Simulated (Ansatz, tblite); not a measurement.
Species of one formula, C₄H₁₂OSi (singlet), each relaxed with PBE-D4/def2-SVP in Ansatz.

The xTB rows come from tblite. Correlated methods freeze 10 core orbitals.

Other spin states weren't relaxed.

A:

```xyz
18

C     0.7412    1.6232    1.6240
C     1.4599   -1.0425   -0.5200
C    -0.7677    0.8961   -1.4521
C    -1.5056   -1.6288    0.2028
O    -0.1193    0.5340    1.3904
Si   -0.2196   -0.2914   -0.0879
H     1.8179    1.3571    1.4956
H     0.6073    1.9712    2.6703
H     0.5302    2.4910    0.9537
H     1.8116   -1.7164    0.2879
H     2.2337   -0.2622   -0.6739
H     1.3984   -1.6365   -1.4557
H    -1.7393    1.3681   -1.1992
H    -0.8904    0.3608   -2.4167
H    -0.0275    1.7065   -1.6154
H    -2.4800   -1.1834    0.4886
H    -1.1898   -2.3093    1.0193
H    -1.6608   -2.2376   -0.7116
```

B:

```tsv
atom	x (Å)	y (Å)	z (Å)
C1	-1.1494	-0.6877	-1.8337
C2	-1.3334	2.1566	-0.5856
C3	1.1597	-0.9348	0.8427
C4	1.4943	-1.0352	2.3227
O5	0.2378	0.1243	0.6391
Si6	-0.2353	0.6664	-0.8907
H7	0.9999	1.0613	-1.6723
H8	-1.4733	-0.3230	-2.8309
H9	-2.0528	-1.0124	-1.2773
H10	-0.5086	-1.5784	-1.9969
H11	-0.7954	2.9326	-0.0051
H12	-2.2375	1.8643	-0.0137
H13	-1.6621	2.6075	-1.5443
H14	0.7318	-1.9034	0.4847
H15	2.0933	-0.7644	0.2511
H16	2.2075	-1.8630	2.5116
H17	1.9479	-0.0901	2.6833
H18	0.5757	-1.2206	2.9152
```

C:

Cartesian coordinates in Å:
```
C -2.9798 0.4113 0.7079
C 1.0226 -0.3325 -0.4775
C 1.4567 -1.7944 -0.4385
C 2.0354 0.5984 0.1913
O -0.2498 -0.2467 0.1719
Si -1.3725 0.9852 -0.0690
H -0.9278 2.2816 0.5684
H -1.5283 1.2351 -1.5529
H -2.8407 0.2167 1.7908
H -3.3368 -0.5234 0.2306
H -3.7655 1.1861 0.5944
H 0.9096 -0.0243 -1.5475
H 1.5659 -2.1306 0.6131
H 2.4263 -1.9367 -0.9565
H 0.6975 -2.4365 -0.9267
H 1.7062 1.6561 0.1402
H 2.1542 0.3278 1.2607
H 3.0268 0.5268 -0.3006
```

D:

```xyz
18

C     0.3540   -0.1969   -0.2148
C     0.8160    1.2550   -0.4022
C     1.5532   -1.1511   -0.2331
C    -0.6664   -0.5899   -1.2924
O    -0.2351   -0.3591    1.0927
Si   -1.5483    0.4327    1.7712
H     1.3358    1.3811   -1.3733
H    -0.0433    1.9566   -0.3878
H     1.5137    1.5472    0.4076
H     2.2665   -0.8816    0.5704
H     2.0819   -1.1095   -1.2062
H     1.2145   -2.1911   -0.0573
H    -1.5443    0.0879   -1.2803
H    -1.0268   -1.6242   -1.1244
H    -0.2139   -0.5371   -2.3031
H    -1.7117   -0.1776    3.1308
H    -2.8212    0.2402    0.9843
H    -1.3246    1.9174    1.9180
```

Problem. Estimate their order by electronic energy at ωB97M-V/def2-TZVP, counted from the lowest.

Solution. A (0.0) < B (33.8) < C (68.0) < D (105.9), in kJ/mol.

Problem. Do the other levels pick the same lowest one?

Solution. Not GFN1-xTB, GFN2-xTB. Energies above each level's lowest (kJ/mol):

| level | A | B | C | D |
| --- | --- | --- | --- | --- |
| GFN1-xTB | 119.5 | 88.5 | 47.3 | 0.0 |
| GFN2-xTB | 120.6 | 81.9 | 38.5 | 0.0 |
| HF/STO-3G | 0.0 | 44.0 | 93.4 | 146.2 |
| HF/def2-SVP | 0.0 | 19.0 | 46.3 | 84.1 |
| HF/def2-TZVP | 0.0 | 23.1 | 54.4 | 97.1 |
| LDA (SPW92)/def2-TZVP | 0.0 | 29.2 | 59.0 | 93.2 |
| PBE-D4/def2-SVP | 0.0 | 26.8 | 55.2 | 88.8 |
| PBE-D4/def2-TZVP | 0.0 | 33.0 | 68.0 | 108.8 |
| BLYP-D4/def2-TZVP | 0.0 | 32.8 | 66.4 | 104.9 |
| r2SCAN-D4/def2-TZVP | 0.0 | 34.1 | 69.6 | 109.8 |
| PBE0-D4/def2-SVP | 0.0 | 27.7 | 57.1 | 91.4 |
| PBE0-D4/def2-TZVP | 0.0 | 32.9 | 67.8 | 108.1 |
| ωB97M-V/def2-TZVP | 0.0 | 33.8 | 68.0 | 105.9 |
| MP2/def2-SVP | 0.0 | 23.1 | 45.6 | 70.3 |
| MP2/def2-TZVP | 0.0 | 33.5 | 65.6 | 99.0 |
| CCSD/def2-SVP | 0.0 | 20.1 | 41.6 | 67.2 |
| CCSD(T)/def2-SVP | 0.0 | 20.2 | 40.4 | 63.7 |
Point groups (tolerance 0.1 Å): A Cs, B not assigned, C not assigned, D not assigned. From def2-SVP to def2-TZVP the PBE0 values move by up to 16.8 kJ/mol, so results in the small set are rough.
